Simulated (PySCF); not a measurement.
Species: C₃H₆B₃N₃S.
Geometry (PBE0-D3(BJ)/def2-SVP, Å), atoms numbered from 1 in this order:
```
atom  x, y, z in Å
C1     4.1133   -0.4699    0.0037
C2     2.9220   -0.2584    0.0264
N3     1.5886   -0.0216    0.0504
B4     0.8765    0.1593   -1.2038
N5    -0.5157    0.4034   -1.1283
B6    -1.2334    0.4800    0.0959
C7    -2.7903    0.7591    0.1012
S8    -3.6503    1.0108   -1.2512
N9    -0.4974    0.2972    1.3046
B10    0.9021    0.0473    1.3235
H11    5.1695   -0.6575   -0.0166
H12    1.4711    0.0986   -2.2482
H13   -1.0576    0.5416   -1.9775
H14   -3.3217    0.7906    1.0692
H15   -0.9806    0.3461    2.1930
H16    1.5114   -0.1041    2.3504
```

Theory: PySCF, PBE0-D3(BJ)/def2-SVP geometry optimisation, gas phase.

Take the most abundant isotopes and a rigid rotor. The values belong to one conformer with, in the numbering `[CH:1]#[C:2][N:3]1[BH:4][NH:5][B:6]([CH:7]=[S:8])[NH:9][BH:10]1`, N5–B6–C7–S8 -2°.

(1) What are A, B and C (MHz)?

(2) What kind of rotor is it?

(3) Is it planar, by Δ = Ic − Ia − Ib?

(4) Which types of transition are allowed, and where do some lines up to J = 2 fall?

## Answers

(1) Ia = 120.25, Ib = 984.76, Ic = 1104.98 u·Å²; 505379 MHz·u·Å²/I gives A = 4203, B = 513.2, C = 457.4 MHz.

(2) A near-prolate asymmetric top. Ray's parameter κ = (2B − A − C)/(A − C) = -0.970; −1 is the prolate and +1 the oblate limit.

(3) Not planar: Δ = Ic − Ia − Ib = -0.04 u·Å². For a rigid frame Δ = −2 Σ m c², so Σ m c² = 0.02 u·Å² lies off the ab plane: 0.00 from hydrogen and 0.02 from heavier atoms. The atom farthest from that plane is 0.03 Å away.

(4) The dipole components are |μa| = 0.71 D, |μb| = 1.62 D, |μc| = 0.02 D. The squared components, which scale the intensities, stand as 0.19 : 1.00 : 0.00 (a : b : c). Some lines, for components of 0.1 D or more:

```csv
type,branch,"J(Ka,Kc)",MHz,lower level (cm⁻¹)
a,R,"1(0,1) ← 0(0,0)",971,0.000
a,R,"2(1,2) ← 1(1,1)",1885,0.155
a,R,"2(0,2) ← 1(0,1)",1941,0.032
a,R,"2(1,1) ← 1(1,0)",1997,0.157
b,Q,"1(1,0) ← 1(0,1)",3745,0.032
b,Q,"2(1,1) ← 2(0,2)",3802,0.097
b,R,"1(1,1) ← 0(0,0)",4660,0.000
b,R,"2(1,2) ← 1(0,1)",5575,0.032
b,Q,"2(2,0) ← 2(1,1)",11069,0.224
b,Q,"2(2,1) ← 2(1,2)",11236,0.218
b,R,"2(2,1) ← 1(1,0)",13065,0.157
```

Stationary, but not proved a minimum. Zero-point vibration and centrifugal distortion are left out. Quadrupole hyperfine structure (11B, 14N) is left out.
